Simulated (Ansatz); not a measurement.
Molecule: ZrF₃, net charge 0, doublet state. The spin state was set by rule; other spins were not relaxed. 
Geometry from a B3LYP-D3(BJ)/def2-TZVP (Ansatz, a first-principles code) optimisation:
```
Zr
F 1 1.9148
F 1 1.9148 2 120.00
F 1 1.9148 2 120.00 3 -180.00
```
Charge 0, spin multiplicity 2.

Computed values are from Ansatz. Correlated levels leave the core frozen unless marked. UHF or UKS for open shells. No spin-orbit coupling. The frozen core is the preceding noble-gas configuration, with the filled d and f shells of earlier blocks. Past Kr the def2 sets carry scalar-relativistic core potentials. Basis-set limits of correlation are two-point, X^-3; Hartree-Fock from the larger set. [CCSD(T)-MP2]/basis is that difference in the basis named.

Problem. What is the atomisation energy De at RI-MP2/CBS(def2-TZVPP,def2-QZVPP)+[CCSD(T)-MP2]/def2-TZVPP?

Solution. 467.4 kcal/mol.

Problem. What is the total energy at RI-MP2/CBS(def2-TZVPP,def2-QZVPP)+[CCSD(T)-MP2]/def2-TZVPP?

Solution. -346.2570 Eh.

Problem. What is the T1 diagnostic at CCSD/def2-TZVPP?

Solution. 0.019.

Problem. What is the dipole moment at CCSD(T)/def2-SVPD?

Solution. 0.00 D.
